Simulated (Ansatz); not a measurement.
C$_{2}$H$_{4}$N$_{2}$Te, SMILES `C=NC(=N)[TeH]`, charge 0, multiplicity 1.

Give a relaxed structure at PBE0-D4/def2-TZVP (Ansatz). (Best estimate.)

The calculation gave: 
Cartesian coordinates in Å:
```
C 0.7465 0.8658 0.8979
N 0.4729 -0.3191 0.5619
C -0.6065 -0.5771 -0.2739
N -1.8059 -0.7689 0.0617
Te -0.1317 -0.7994 -2.3303
H 0.1911 1.7362 0.5345
H 1.5778 1.0392 1.5790
H -1.9277 -0.6696 1.0706
H 1.4834 -0.5071 -2.1014
```
This is one stationary point; other conformers may exist.
